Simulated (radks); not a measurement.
The nuclear charge of the silicon ion Si2+ is varied continuously with 12 electrons held in [Ne] 3s2. Method: scalar-relativistic Kohn-Sham, r2SCAN, spin-polarised, spherical densities, finite nucleus; meta-GGA in the generalised Kohn-Sham scheme; Fermi nuclear charge, rms radius 3.1224 fm; computed with a radial shooting solver on a logarithmic mesh with Libxc functionals. By the Hellmann-Feynman theorem dE/dZ = E(electron-nucleus)/Z, the electronic potential at the nucleus (averaged over a nucleus of fixed radius). The scalar-relativistic energy here is not variational (the density holds large components alone), so the two differ by a part that grows with Z.

Z     E (hartree)  E(electron-nucleus)/Z (hartree)  HOMO  e(HOMO) (eV)  <r> HOMO (bohr)
13.5   -265.28902                         -46.4939    3s       -21.411            2.153
14     -289.07667                         -48.6384    3s       -28.718            1.964
14.5   -313.93708                         -50.7824    3s       -36.860            1.809
15     -339.87021                         -52.9264    3s       -45.820            1.680

The central difference of E at Z = 14 is -48.648 hartree, to compare with the third column; the second derivative is -4.29 hartree.
